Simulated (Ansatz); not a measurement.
CuCl₂. The state is a doublet with charge 0. Geometry r2SCAN-D4/def2-TZVP, basis def2-TZVP, Ansatz.

```tsv
run	HOMO (eV)	LUMO (eV)
A	-11.50	-4.45
B	-12.29	0.12
C	-7.44	-7.10
D	-8.85	-6.18
E	-11.29	-4.27
F	-7.00	-6.98
```

LC-ωPBE has ω = 0.4 bohr⁻¹. HOMO above LUMO, or a gap near zero within one spin, warns that the state may not be the lowest or that an electron is smeared out. No other spin state of charge 0 was run.

HOMO and LUMO are taken over both spins.

Problem. The runs used HF, LC-ωPBE, PBE0, r2SCAN, revPBE, ωB97X-V. Estimate which is which.

Solution. A LC-ωPBE (range-separated); B HF (100 % exact exchange); C r2SCAN (0 % exact exchange); D PBE0 (25 % exact exchange); E ωB97X-V (range-separated); F revPBE (0 % exact exchange). Exact exchange lowers occupied and raises empty levels; among semilocal functionals meta-GGAs tend to open the gap a little, and such runs are hard to tell apart. The gap grows from 0.02 eV (revPBE) to 12.40 eV (HF). At revPBE-D4/def2-TZVP the gap within one spin of the charge 0 doublet nearly closes, so an electron or hole may be smeared out by delocalisation error.
